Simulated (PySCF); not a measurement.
PySCF input for Mg(Cl)(OMe) (CH3ClMgO), SMILES C[O][Mg][Cl], B3LYP-D3(BJ)/def2-SVP. Coordinates come from a B3LYP-D3(BJ)/def2-SVP optimisation. The values are those of a single conformer.

```python
import numpy as np
from pyscf import gto, scf, dft, df
from pyscf.hessian import thermo

mol = gto.M(
    atom='''
    Mg    0.00000000    0.00000000   -0.13622271
    Cl    0.00000000   -0.00000000   -2.33406633
    O    -0.00000000   -0.00000000    1.62536901
    C    -0.00000000    0.00000000    3.00788675
    H     0.89087809   -0.51434870    3.42117583
    H     0.00000000    1.02869740    3.42117583
    H    -0.89087809   -0.51434870    3.42117583
    ''',
    basis='def2-SVP',
    charge=0,
    spin=0,
    max_memory=1600,
    verbose=3,
)
mf = dft.RKS(mol, xc='b3lyp').density_fit(auxbasis='def2-universal-jkfit')
mf.disp = 'd3bj'
mf.grids.level = 3
mf.conv_tol = 1e-11
mf.max_cycle = 100
mf.kernel()

# [left out here: the lines that compute and print the analytic Hessian (its translational invariance restored by hand, since the grid's response is missing), thermochemistry and intensities]
```

Output:

```
converged SCF energy = -775.26316751073

WARN: DFTD3 does not support analytical Hessian, using finite difference


WARN: Mole.unit (angstrom) is changed to Bohr

Mode                                 0                   1                   2
Irrep
Freq [cm^-1]                       75.9899             76.0139            150.8318
Reduced mass [au]                   4.2527              4.2528             11.7901
Force const [Dyne/A]                0.0145              0.0145              0.1580
Char temp [K]                     109.3325            109.3671            217.0133
Normal mode                   x     y     z       x     y     z       x     y     z
       0  Mg                 0.10  0.01  0.00    0.01 -0.10 -0.00    0.13  0.06 -0.00
       1  Cl                -0.06 -0.00 -0.00   -0.00  0.06  0.00   -0.03 -0.01 -0.00
       2   O                 0.12  0.01  0.00    0.01 -0.12 -0.00   -0.15 -0.06  0.00
       3   C                -0.14 -0.01  0.00   -0.01  0.14 -0.00    0.02  0.01  0.00
       4   H                -0.21 -0.02  0.15   -0.02  0.21  0.11    0.06  0.03 -0.07
       5   H                -0.21 -0.02  0.01   -0.02  0.21 -0.19    0.06  0.03 -0.05
       6   H                -0.21 -0.02 -0.17   -0.02  0.21  0.08    0.06  0.03  0.12
Mode                                 3                   4                   5
Irrep
Freq [cm^-1]                      150.8323            359.3749            710.3821
Reduced mass [au]                  11.7893             10.8668             10.1776
Force const [Dyne/A]                0.1580              0.8269              3.0261
Char temp [K]                     217.0141            517.0605           1022.0817
Normal mode                   x     y     z       x     y     z       x     y     z
       0  Mg                 0.06 -0.13  0.00    0.00 -0.00  0.03    0.00 -0.00 -0.17
       1  Cl                -0.01  0.03  0.00   -0.00  0.00 -0.12   -0.00  0.00  0.04
       2   O                -0.06  0.15 -0.00    0.00 -0.00  0.10    0.00  0.00  0.04
       3   C                 0.01 -0.02 -0.00   -0.00  0.00  0.13   -0.00 -0.00  0.13
       4   H                 0.03 -0.06 -0.10   -0.00  0.00  0.13   -0.00  0.00  0.13
       5   H                 0.03 -0.06  0.11    0.00 -0.00  0.13    0.00 -0.00  0.13
       6   H                 0.03 -0.06 -0.02    0.00  0.00  0.13    0.00  0.00  0.13
Mode                                 6                   7                   8
Irrep
Freq [cm^-1]                     1185.2046           1185.2059           1276.7450
Reduced mass [au]                   1.2867              1.2867             12.1626
Force const [Dyne/A]                1.0649              1.0649             11.6811
Char temp [K]                    1705.2455           1705.2474           1836.9517
Normal mode                   x     y     z       x     y     z       x     y     z
       0  Mg                 0.00  0.00 -0.00    0.00 -0.00  0.00   -0.00  0.00 -0.04
       1  Cl                -0.00 -0.00  0.00   -0.00  0.00 -0.00   -0.00 -0.00  0.00
       2   O                 0.05  0.01  0.00    0.01 -0.05 -0.00   -0.00 -0.00  0.19
       3   C                -0.12 -0.02 -0.00   -0.02  0.12  0.00    0.00  0.00 -0.17
       4   H                 0.17  0.11 -0.50   -0.05 -0.24 -0.40   -0.02  0.01 -0.07
       5   H                 0.29  0.02 -0.10    0.05 -0.12  0.63   -0.00 -0.02 -0.07
       6   H                 0.15 -0.03  0.59    0.10 -0.26 -0.23    0.02  0.01 -0.07
Mode                                 9                  10                  11
Irrep
Freq [cm^-1]                     1474.2491           1474.2523           1483.3419
Reduced mass [au]                   1.0418              1.0418              1.1376
Force const [Dyne/A]                1.3341              1.3341              1.4747
Char temp [K]                    2121.1163           2121.1208           2134.1987
Normal mode                   x     y     z       x     y     z       x     y     z
       0  Mg                 0.00  0.00  0.00   -0.00  0.00  0.00    0.00  0.00 -0.01
       1  Cl                -0.00 -0.00 -0.00    0.00 -0.00 -0.00    0.00 -0.00  0.00
       2   O                 0.01  0.00 -0.00   -0.00  0.01 -0.00    0.00  0.00  0.03
       3   C                 0.05  0.00 -0.00   -0.00  0.05 -0.00    0.00  0.00  0.09
       4   H                -0.08 -0.41 -0.30   -0.36 -0.45  0.21    0.19 -0.11 -0.49
       5   H                -0.69  0.01 -0.03    0.06  0.16 -0.36   -0.00  0.21 -0.49
       6   H                -0.02  0.33  0.33    0.37 -0.51  0.15   -0.19 -0.11 -0.49
Mode                                12                  13                  14
Irrep
Freq [cm^-1]                     2952.0718           3013.1173           3013.1212
Reduced mass [au]                   1.0303              1.1049              1.1049
Force const [Dyne/A]                5.2903              5.9103              5.9103
Char temp [K]                    4247.3740           4335.2049           4335.2105
Normal mode                   x     y     z       x     y     z       x     y     z
       0  Mg                -0.00  0.00 -0.00   -0.00  0.00 -0.00    0.00  0.00 -0.00
       1  Cl                -0.00  0.00  0.00    0.00 -0.00 -0.00   -0.00 -0.00  0.00
       2   O                -0.00 -0.00  0.01    0.00 -0.00 -0.00   -0.00 -0.00  0.00
       3   C                -0.00 -0.00  0.04   -0.00  0.09  0.00    0.09  0.00  0.00
       4   H                -0.46  0.27 -0.20    0.34 -0.17  0.14   -0.53  0.32 -0.23
       5   H                 0.00 -0.53 -0.20   -0.00 -0.72 -0.27    0.02 -0.03 -0.01
       6   H                 0.46  0.27 -0.20   -0.30 -0.15  0.13   -0.55 -0.33  0.24
temperature 298.1500 [K]
pressure 101325.00 [Pa]
Rotational constants [GHz] 157.92836 1.33178 1.33178
Symmetry number 3
Zero-point energy (ZPE) 0.04233 [Eh]   111137.470 [J/mol]
                           tot       elec      trans        rot        vib
Entropy [J/mol/K]       320.843      0.000    164.975     93.601     62.267
Cv [J/mol/K]             70.684      0.000     12.472     12.472     45.741
Cp [J/mol/K]             78.999      0.000     20.786     12.472     45.741
Internal energy [J/mol]                      3718.434   3718.434 119987.088
Internal energy [Eh]   -775.21463  -775.26317
Enthalpy [J/mol]                             6197.391   3718.434 119987.088
Enthalpy [Eh]          -775.21369
Gibbs free energy [J/mol]                  -42989.879 -24188.735 101422.058
Gibbs free energy [Eh] -775.25012
static polarisability / bohr^3: [[3.6461e+01 0.0000e+00 0.0000e+00]
 [0.0000e+00 3.6461e+01 4.0000e-03]
 [0.0000e+00 0.0000e+00 5.6815e+01]]
largest difference of analytic and finite-field dipole derivatives / e: 0.0017086377952530984
mode   freq/cm-1   IR/(km/mol)   Raman/(A^4/amu)   depolarisation
   1       75.99         0.790             0.007            0.750
   2       76.01         0.791             0.007            0.750
   3      150.83        77.940             0.106            0.750
   4      150.83        77.938             0.108            0.750
   5      359.37         4.482            10.576            0.163
   6      710.38        50.098             1.860            0.069
   7     1185.20         0.004             0.000            0.750
   8     1185.21         0.004             0.000            0.750
   9     1276.74       385.970             5.576            0.146
  10     1474.25         0.250            22.013            0.750
  11     1474.25         0.250            22.124            0.750
  12     1483.34        36.472            15.798            0.735
  13     2952.07       154.949           168.166            0.005
  14     3013.12        64.577           140.738            0.750
  15     3013.12        64.587           140.395            0.750
max |gradient| / (hartree/bohr): 1.2815789059013013e-05
APT charges: [ 1.2013 -0.5498 -1.0588  0.703  -0.0986 -0.0986 -0.0986]
```

The calculation finished and met its thresholds.
